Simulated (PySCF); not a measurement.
Job file and geometry (Å, from GFN2-xTB) of an NMR shielding run on `CC#[N+][BH2-]SCC#N`, C₄H₇BN₂S, GIAO PBE0/pcSseg-1 NMR shielding, non-relativistic, gas phase in PySCF 2.14.0, density-fitted response routines; density fitting, a coarse starting grid and PySCF grid level 2 are the driver's defaults:

```
$ OMP_NUM_THREADS=1 python probes_run.py task.json out

{"job": {"kind": "nmr", "xc": "PBE0", "basis": "pcSseg-1"}, "charge": 0, "multiplicity": 1}
C     -2.190564    -1.438118    -0.392757
C     -1.528108    -0.193894    -0.211741
N     -0.960195     0.795004    -0.064654
B     -0.014470     1.931636     0.001488
S      1.353442     1.455326    -1.264558
C      2.314385     0.191446    -0.315939
C      1.554816    -1.013536    -0.258796
N      0.878108    -1.939199    -0.235970
H     -1.452639    -2.229727    -0.239930
H     -2.582163    -1.503377    -1.407614
H     -3.004983    -1.543838     0.323551
H      0.424896     1.982026     1.101710
H     -0.558862     2.904909    -0.389110
H      3.246361     0.036070    -0.859531
H      2.515562     0.573260     0.686284
```

Problem. Write the output of this run.

Solution. 
```
coarse grid: 13520 points
cycle   1  E = -688.4999776453  dE =  1.092e+00  |g| = 5.385e-01  |ddm| = 3.564e+00
cycle   2  E = -688.3043581900  dE =  1.956e-01  |g| = 1.108e+00  |ddm| = 1.419e+00
cycle   3  E = -688.5789280793  dE = -2.746e-01  |g| = 1.137e-01  |ddm| = 8.051e-01
cycle   4  E = -688.5817731952  dE = -2.845e-03  |g| = 4.786e-02  |ddm| = 1.491e-01
cycle   5  E = -688.5822376621  dE = -4.645e-04  |g| = 1.326e-02  |ddm| = 4.242e-02
cycle   6  E = -688.5822630675  dE = -2.541e-05  |g| = 8.839e-03  |ddm| = 1.333e-02
cycle   7  E = -688.5822788073  dE = -1.574e-05  |g| = 1.974e-03  |ddm| = 6.096e-03
cycle   8  E = -688.5822797468  dE = -9.395e-07  |g| = 4.161e-04  |ddm| = 2.216e-03
final grid: 127376 points
cycle   9  E = -688.6279102542  dE = -3.290e-05  |g| = 8.468e-03  |ddm| = 3.236e-02
cycle  10  E = -688.6279032359  dE =  7.018e-06  |g| = 9.978e-03  |ddm| = 1.735e-02
cycle  11  E = -688.6279284887  dE = -2.525e-05  |g| = 1.342e-03  |ddm| = 1.053e-02
cycle  12  E = -688.6279288510  dE = -3.624e-07  |g| = 4.873e-04  |ddm| = 1.131e-03
cycle  13  E = -688.6279289008  dE = -4.970e-08  |g| = 1.249e-04  |ddm| = 4.892e-04
cycle  14  E = -688.6279289045  dE = -3.700e-09  |g| = 2.758e-05  |ddm| = 1.450e-04
cycle  15  E = -688.6279289047  dE = -1.976e-10  |g| = 5.633e-06  |ddm| = 3.595e-05
converged SCF energy = -688.6279289047

GIAO shielding tensors (ppm)
atom      isotropic    diamagn.    paramagn.     s11        s22        s33       span
  0 C      183.287     251.111     -67.824    172.042    177.672    200.148     28.106
  1 C       58.702     274.009    -215.307    -34.250    -23.527    233.883    268.133
  2 N       44.344     333.548    -289.204   -113.891    -86.107    333.029    446.920
  3 B      126.207     191.792     -65.586    117.145    126.189    135.287     18.141
  4 S      510.035    1057.957    -547.922    395.390    471.994    662.720    267.330
  5 C      166.648     253.408     -86.760    159.172    161.664    179.107     19.935
  6 C       57.588     266.087    -208.499    -65.012    -52.076    289.851    354.862
  7 N      -16.552     342.797    -359.349   -171.552   -146.584    268.480    440.033
  8 H       27.753      30.524      -2.771     21.446     27.931     33.882     12.436
  9 H       29.401      27.324       2.078     24.731     27.046     36.427     11.696
 10 H       29.564      26.768       2.796     24.602     26.823     37.267     12.665
 11 H       28.992      31.264      -2.271     25.181     29.188     32.608      7.426
 12 H       29.033      29.681      -0.648     24.603     28.958     33.538      8.934
 13 H       28.644      28.238       0.406     22.700     26.686     36.547     13.847
 14 H       28.640      30.487      -1.847     23.922     26.854     35.144     11.222
```

Size and cost of the density-fitted run: 178 basis functions, 47 s wall time on 1 thread of an Arm Neoverse N1, shared host; peak memory 0.8 GiB.
